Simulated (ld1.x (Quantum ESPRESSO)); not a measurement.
**Ranking TM potentials for Ir**

All share these settings but for the change named:

- Element: Ir (Z = 77)
- Generator: ld1.x (Quantum ESPRESSO) 7.5
- Type: norm-conserving Troullier–Martins (Kleinman–Bylander form)
- Functional: PBE
- Relativity: fully relativistic
- Frozen core: [Xe] 4f14
- Valence charge: 9
- Reference configuration: 5d7 6s2 6p0
- Partial waves: 6s (bound): rc 1.80 bohr; 5d (bound): rc 1.90 bohr; 6p (bound, empty): rc 3.50 bohr
- Local potential: the p channel
- Core correction: Bessel-smoothed model core, default radius (core density twice the valence density)

Open shells are filled in proportion to 2j + 1 (rel_dist='average').

Cutoff: the first of the cutoffs (Ry, on a coarse ladder) from which the occupation-weighted sum of valence levels, in a spherical-Bessel basis at the reference potential, stays within 10 and 1 mRy of its value at 400 Ry; the density cutoff is not measured.

The base gives 40 Ry.

Of 12 variants that were run, those that failed, showed a ghost or another fault, or gave nearly equal values are left out.

A variant can come out equal or close to the base.

(1) Rank these variants from softest to hardest (loose cutoff).
A. wave 6p (bound): rc 3.50 bohr becomes 6p (bound): rc 4.98 bohr
B. all radii but the core radius scaled by about 1.39 (s 2.50, p 4.86, d 2.64 bohr)
C. all radii but the core radius scaled by about 1.37 (s 2.46, p 4.78, d 2.60 bohr)

Answers

(1) B (30 Ry), C (35 Ry), A (40 Ry).
